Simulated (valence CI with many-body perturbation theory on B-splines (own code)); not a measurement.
Which ion has this spectrum?

A relativistic CI+MBPT calculation for an atom or ion with 15 electrons gives these levels (Ry):

```csv
J,Parity,E,g
3/2,odd,0.000,1.33
3/2,even,19.274,0.78
5/2,even,30.051,1.19
3/2,odd,41.764,1.45
5/2,odd,42.725,1.18
1/2,odd,44.023,0.64
5/2,even,56.939,1.45
3/2,even,59.284,1.14
1/2,even,59.576,1.99
5/2,even,60.782,0.96
1/2,even,61.084,0.23
3/2,even,61.143,0.90
7/2,even,61.799,1.01
5/2,even,64.345,1.14
```

The energies are calculated, and their last digits are not significant.

Which is it?
A. Bi68+
B. At70+
C. Pb67+
D. Tl66+

C. Pb67+, ground level (3s^2 3p1/2^2 3p3/2) J=3/2.
